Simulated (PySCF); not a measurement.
## Radial density of B²⁺ (boron, charge +2)

TPSS, [He] 2s1, 2S determinant. All numbers are calculated (PySCF 2.14, the spin-free X2C one-electron Hamiltonian (Gaussian nucleus), in cc-pVTZ-DK).

```tsv
r (bohr)	4πr²ρ (e/bohr)	4πr²(ρα − ρβ)
0.00612	0.03219	0.0011
0.0103	0.08736	0.0030
0.0173	0.2282	0.0077
0.0291	0.5723	0.0193
0.0490	1.325	0.0443
0.0824	2.697	0.0879
0.139	4.400	0.1328
0.233	5.012	0.1145
0.392	3.169	0.0111
0.660	0.9139	0.1191
1.11	0.6491	0.6052
1.87	0.4969	0.4966
3.14	0.05794	0.0579
5.28	0.0003076	0.0003
```

Densities and radii are taken from the X2C orbitals without a picture-change correction, which distorts them close to the nucleus.
